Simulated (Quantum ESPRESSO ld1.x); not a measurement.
The numbers below are computed, except where a source is named.
These are the eigenvalues of the occupied orbitals of an atom or ion with whole-number occupations (eV). Level of theory: scalar-relativistic Kohn-Sham, PBE, spin-unpolarised, spherical densities, point nucleus (ld1.x of Quantum ESPRESSO 7.5).

| orbital | eigenvalue |
|---|---|
| 1s | -67414.7 |
| 2s | -11617.7 |
| 2p | -10185.3 |
| 3s | -2694.02 |
| 3p | -2268.06 |
| 3d | -1771.42 |
| 4s | -582.972 |
| 4p | -443.282 |
| 4d | -264.556 |
| 5s | -114.910 |
| 5p | -80.6253 |
| 4f | -66.9754 |
| 5d | -41.1489 |

Which element is it, and in what charge state? The configuration may be excited.

Answer. Z = 73, tantalum, charge +4: Ta4+ in [Xe] 4f14 5d1. The list shows which subshells hold electrons but not how many an open one holds; the 1s level, -2477.4 hartree, gives Z - s = 70.4 by -(Z - s)^2/2, which with screening and relativity narrows Z to a few neighbours, and the depths of the outer levels then fix element, charge and occupations together.
